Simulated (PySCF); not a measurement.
Ti(F)2(OH)2 (F2H2O2Ti), SMILES [OH][Ti]([OH])([F])[F], multiplicity 1.

Geometry optimised at B3LYP-D3(BJ)/def2-SVP. The spin state was assumed, not searched. The structure was generated by enumeration; whether it is a known compound was not checked. One conformer was computed; it need not be the lowest.

The numbers are results of PySCF with M06-2X/def2-TZVP, not measurements.

Gas-phase values at a fixed geometry.

Computed frontier levels, gap, dipole moment and polarisability:
* **highest occupied level**: -11.86 eV
* **lowest empty level**: -0.79 eV
* **orbital gap**: 11.07 eV
* **dipole moment**: 3.32 D
* **quadrupole, principal values (traceless, Buckingham form, about the centre of nuclear charge)**: -9.24, 1.40, 7.84 D·Å
* **mean static polarisability**: 37.2 bohr³ (5.52 Å³)
* **polarisability, principal values**: 32.5, 37.5, 41.8 bohr³
